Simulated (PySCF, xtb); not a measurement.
Cd(Me)(SMe) (C₂H₆CdS), SMILES C[S][Cd][CH3].

GFN2-xTB in xtb at its own geometry gives an orbital gap of 2.80 eV and a dipole moment of 3.61 D.

Coordinates come from a B3LYP-D3(BJ)/def2-SVP optimisation. The structure was generated by enumeration; whether it is a known compound was not checked. The def2 effective core potentials stand for the cores of Cd; spin–orbit coupling is left out. The values are those of a single conformer.

### Question
What does PBE/def2-TZVP (PySCF) give? (An estimate is asked for; the answer gives what the named calculation found.)

### Answer
gap 3.74 eV (levels -5.15 and -1.41 eV), dipole 1.94 D.
